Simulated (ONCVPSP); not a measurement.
## An all-electron radial function and its pseudo partner (aluminium (Al))

Columns: radius, all-electron u(r) and pseudo u(r) of the 3s shell (level -7.83 eV) of aluminium in the configuration [Ne] 3s2 3p1; LDA (Perdew-Wang 92), scalar-relativistic, ONCV scheme, ONCVPSP 4.0.1.

```
r (bohr)  all-electron  pseudo
   0.138        0.0511  0.0223
   0.275       -0.2097  0.0473
   0.413       -0.3019  0.0789
   0.550       -0.2503  0.1200
   0.688       -0.1246  0.1723
   0.825        0.0251  0.2334
   0.963        0.1737  0.3009
   1.100        0.3056  0.3708
   1.238        0.4171  0.4417
   1.375        0.5055  0.5092
   1.513        0.5731  0.5699
   1.650        0.6211  0.6180
   1.788        0.6525  0.6512
   1.925        0.6695  0.6692
   2.062        0.6746  0.6746
   2.200        0.6701  0.6701
   2.338        0.6577  0.6577
   2.475        0.6395  0.6395
   2.613        0.6167  0.6167
   2.750        0.5908  0.5908
   2.888        0.5625  0.5625
   3.025        0.5331  0.5331
   3.162        0.5030  0.5030
   3.300        0.4726  0.4726
   3.438        0.4425  0.4425
   3.575        0.4133  0.4133
```

Task: How many radial nodes do the two functions have?

Result: The all-electron 3s function has n − l − 1 = 2; the pseudo-wave has 0, since the states of the same l below it are removed with the core.

Task: At about which radius was the pseudo-wave matched?

Result: 2.30 bohr. The columns agree to 0.0005 from 1.93 bohr on; several derivatives are matched, so the curves merge somewhat inside the radius.

Task: Where does each function peak?

Result: Outermost all-electron maximum near 2.06 bohr, pseudo maximum near 2.06 bohr (to the table’s step).

Task: Is the pseudo-wave norm-conserving?

Result: Yes: the ONCV scheme keeps the norm inside the radius equal to the all-electron one, which fixes the energy derivative of the logarithmic derivative at the level.
